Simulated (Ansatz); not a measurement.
Input (CCSDT(Q)/def2-QZVPP; Ansatz, a first-principles code): A basis named .json is the Basis Set Exchange file of that set.

Ansatz 0.2 input:
```yaml
crystal:
  periodic: [false, false, false]
  atoms:
    - {symbol: Sn, position_ang: [0.00000000, 0.00000000, 0.00000000]}
    - {symbol: H, position_ang: [-1.12928612, 1.16103262, -0.54381784]}
    - {symbol: H, position_ang: [0.26993956, -1.15254676, -1.23198634]}
    - {symbol: H, position_ang: [-0.61307219, -0.78386854, 1.38878160]}
    - {symbol: H, position_ang: [1.47241875, 0.77538268, 0.38702257]}
basis:
  gaussian:
    orbitals: def2-QZVPP.json
magnetization: {spin_polarized: false}
correlation: {method: ccsdt_q, electrons: outside_noble_gas}
```

Output:

```
Functional definition: HF
integrals: 1.35 GiB planned
2501 factors; integrals over basis functions are off by at most 1.7e-7 eV
mean field: 0.97 GiB planned
mean field evaluation 1: about -5867.5079 eV, gradient 9.8e0 eV
mean field evaluation 2: about -5867.5098 eV, gradient 9.8e0 eV
mean field evaluation 4: about -5868.0316 eV, gradient 1.4e0 eV
mean field evaluation 8: about -5868.0369 eV, gradient 1.6e-4 eV
mean field evaluation 16: about -5868.0369 eV, gradient 1.3e-6 eV
mean field -5868.03688181 eV, -215.6463779083 hartree, gradient 1.3e-6 eV, S^2 0.000000; 0 other end points of the search recorded, 0 dependent functions left out
9 core orbitals not correlated
reference -5868.03688181 eV, -215.6463779083 hartree; 4, 4 occupied and 189, 189 virtual orbitals, 2501 factors
second order -3.71484136 eV of doubles, -0.00000000 eV of singles
coupled cluster: 6.65 GiB planned
cycle   1  -4.21660511 eV  change   -5.0e-1 eV  update   6.3e-2
cycle   2  -4.55054686 eV  change   -3.3e-1 eV  update   2.7e-2
cycle   3  -4.56525421 eV  change   -1.5e-2 eV  update   8.6e-3
cycle   4  -4.56359539 eV  change    1.7e-3 eV  update   3.4e-3
cycle   5  -4.56561516 eV  change   -2.0e-3 eV  update   8.0e-4
cycle   6  -4.56545722 eV  change    1.6e-4 eV  update   2.7e-4
cycle   7  -4.56521517 eV  change    2.4e-4 eV  update   6.2e-5
cycle   8  -4.56526466 eV  change   -4.9e-5 eV  update   2.1e-5
cycle   9  -4.56527671 eV  change   -1.2e-5 eV  update   5.6e-6
cycle  10  -4.56527075 eV  change    6.0e-6 eV  update   2.0e-6
cycle  11  -4.56527167 eV  change   -9.2e-7 eV  update   6.3e-7
cycle  12  -4.56527173 eV  change   -5.2e-8 eV  update   2.1e-7
perturbative correction -0.00282742 eV, -0.0001039058 hartree
Total energy: -5872.60498096 eV, -215.8142524556 hartree
```
